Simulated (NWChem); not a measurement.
Species: OsO4; SMILES [O]=[Os](=[O])(=[O])=[O]

```xyz
5

Os     0.0000     0.0000     0.0000
O      1.0409     0.0000     1.3697
O      0.8547    -0.5942    -1.3697
O     -0.5381     1.6041    -0.3113
O     -1.3575    -1.0100     0.3113
```
Atoms are numbered in this order, from 1.

All runs: NWChem. The geometry was optimised at PBE-D3(BJ)/def2-SVP. def2 effective core potentials on Os; no spin-orbit coupling.

Taking Hartree-Fock/def2-TZVPP as the yardstick, which of these has the fewest basis functions while keeping “highest occupied level (eV)” within 0.05 eV of it: Hartree-Fock/def2-TZVP; Hartree-Fock/def2-SVPD; Hartree-Fock/def2-SVP?

Hartree-Fock/def2-TZVP.
| level | basis functions | highest occupied level (eV) |
|---|---|---|
| Hartree-Fock/def2-SVP | 88 | -14.70 |
| Hartree-Fock/def2-SVPD | 127 | -14.69 |
| Hartree-Fock/def2-TZVP | 164 | -14.48 |
| Hartree-Fock/def2-TZVPP | 180 | -14.48 |

The yardstick is one finite set, not the basis-set limit.
